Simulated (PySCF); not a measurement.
CH7FGeSi.
SMILES with atom numbers: `[CH3:1][Si@H:2]([F:3])[GeH3:4]` (hydrogens: H5, H6, H7 on C1; H8 on Si2; H9, H10, H11 on Ge4)

Computed by this run: PBE0-D3(BJ)/def2-SVP geometry optimisation, gas phase in PySCF 2.14.0; density fitting, grid level 1; the optimiser is geomeTRIC in internal coordinates, started from a GFN2-xTB structure with every atom displaced at random (about 0.01 Å).

Geometry at step 1:
```
atom  x, y, z in Å
C1     -1.6334   -0.2768   -0.0819
Si2    -0.0573    0.7003    0.1209
F3     -0.0357    1.9045   -0.9894
Ge4     1.9165   -0.6021   -0.1662
H5     -2.5071    0.3647    0.0925
H6     -1.6930   -0.6825   -1.1071
H7     -1.6973   -1.1266    0.6244
H8     -0.0635    1.2985    1.4952
H9      1.6950   -1.8241   -1.1203
H10     3.0706    0.2830   -0.7576
H11     2.3971   -1.1696    1.2058
```

Q: What forces act on the atoms?

A: 
```csv
atom,Fx (eV/Å),Fy (eV/Å),Fz (eV/Å)
C1,0.051,-0.259,-0.202
Si2,-0.109,-0.080,0.256
F3,-0.015,-0.085,0.134
Ge4,0.423,-0.135,-0.184
H5,-0.086,0.088,-0.025
H6,-0.073,0.014,0.101
H7,0.125,0.163,-0.087
H8,0.103,0.128,-0.133
H9,0.033,0.333,0.214
H10,-0.343,-0.288,0.186
H11,-0.107,0.119,-0.260
```

The largest, 0.49 eV/Å, acts on H10 (Ge4 within 3 % of it); the rms over all components is 0.180 eV/Å. The forces sum to zero within rounding, as they must for an isolated molecule in no field.

Q: Give the force on H10 in Eh/bohr and in nN.

A: 0.485 eV/Å ÷ 51.422 = 0.00943 Eh/bohr, and 0.485 eV/Å × 1.602 = 0.78 nN.

Q: How far is this geometry from the end of the optimisation?

A: 0.046 eV above it, and 0.350 Å rms away after alignment. The bonds farthest from their final lengths, with half the difference of the two atoms' forces along the bond (positive lengthens):

```json
{"bond": "Ge4–H10", "now (Å)": "1.570", "final (Å)": "1.539", "force along bond (eV/Å)": "-0.39"}
{"bond": "Ge4–H9", "now (Å)": "1.566", "final (Å)": "1.541", "force along bond (eV/Å)": "-0.28"}
{"bond": "Ge4–H11", "now (Å)": "1.561", "final (Å)": "1.542", "force along bond (eV/Å)": "-0.16"}
{"bond": "C1–H7", "now (Å)": "1.107", "final (Å)": "1.102", "force along bond (eV/Å)": "-0.13"}
{"bond": "Si2–H8", "now (Å)": "1.499", "final (Å)": "1.494", "force along bond (eV/Å)": "-0.14"}
{"bond": "C1–H6", "now (Å)": "1.104", "final (Å)": "1.100", "force along bond (eV/Å)": "-0.19"}
```

The angle farthest from its final value is C1–Si2–H8, 107.8° against 110.8°.

Of the 3 listed bonds off by 0.010 Å or more, this force points towards the final length in 3.

The cost below is that of the whole optimisation. Time: 63 s; peak memory 0.46 GiB. Hardware: one thread, Arm Neoverse V2 (aarch64) (shared host).
